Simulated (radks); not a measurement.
The numbers below are computed, except where a source is named.
Species: Ir4.75+. Configuration: [Xe] 4f14 5d(up 4.25, down 0) (fractional occupations, a model configuration). Code: a radial shooting solver on a logarithmic mesh with Libxc functionals. Model: scalar-relativistic Kohn-Sham, PBEsol, spin-polarised, spherical densities, finite nucleus; Fermi nuclear charge, rms radius 5.4032 fm.

Normalised radial functions P(r) = r R(r), r in bohr:

r          4f up    5p up
0.001151  0.0000   0.0027
0.001745  0.0000   0.0054
0.002666  0.0000   0.0109
0.004074  0.0000   0.0217
0.006225  0.0000   0.0425
0.009513  0.0001   0.0801
0.01454   0.0004   0.1415
0.02221   0.0020   0.2227
0.03394   0.0087   0.2842
0.05186   0.0341   0.2269
0.07925   0.1174  -0.0447
0.1201    0.3303  -0.3689
0.1836    0.7443  -0.2425
0.2805    1.2265   0.4141
0.4286    1.3872   0.4640
0.655     1.0406  -0.5252
1.001     0.5043  -1.1192
1.529     0.1428  -0.6758
2.337     0.0186  -0.1477
3.571     0.0007  -0.0087

4f up: eigenvalue -122.14 eV, 0 radial nodes, <r> = 0.535 bohr, 90 % of the charge inside 0.868 bohr. 5p up: eigenvalue -114.00 eV, 3 radial nodes at r = 0.0751, 0.218, 0.536 bohr, <r> = 1.11 bohr, 90 % of the charge inside 1.60 bohr.
